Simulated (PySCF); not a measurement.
C₃H₈Si. Atoms are numbered in the order given.

```xyz
12

C      1.3351    -0.1831     0.0000
C      0.3986     0.1530    -1.2047
Si    -1.0615    -0.0565     0.0000
C      0.3986     0.1530     1.2047
H      2.2971     0.3569     0.0000
H      1.5711    -1.2600     0.0000
H      0.5078     1.2057    -1.5138
H      0.5057    -0.4810    -2.0965
H     -1.6499    -1.4296     0.0000
H     -2.1781     0.9372     0.0000
H      0.5078     1.2057     1.5138
H      0.5057    -0.4810     2.0965
```

Geometry: B3LYP-D3(BJ)/def2-SVP.

These are SMD-M06-2X/def2-SVP (PySCF) values and carry that method's errors.

Solvation free energies are E(SMD) − E(gas) at the gas-phase geometry, for 1 M in both phases. In vacuum the dipole moment is 0.33 D.

### Question
Estimate the solvation free energies in water, dichloromethane, toluene. (Estimate from the structure and the level; the computed values follow.)

### Answer

```csv
solvent,ΔG(solv) (kcal/mol),its non-electrostatic (CDS) part,dipole (D)
water,2.0,2.9,0.49
dichloromethane,-2.3,-1.5,0.46
toluene,-2.1,-1.7,0.40
```
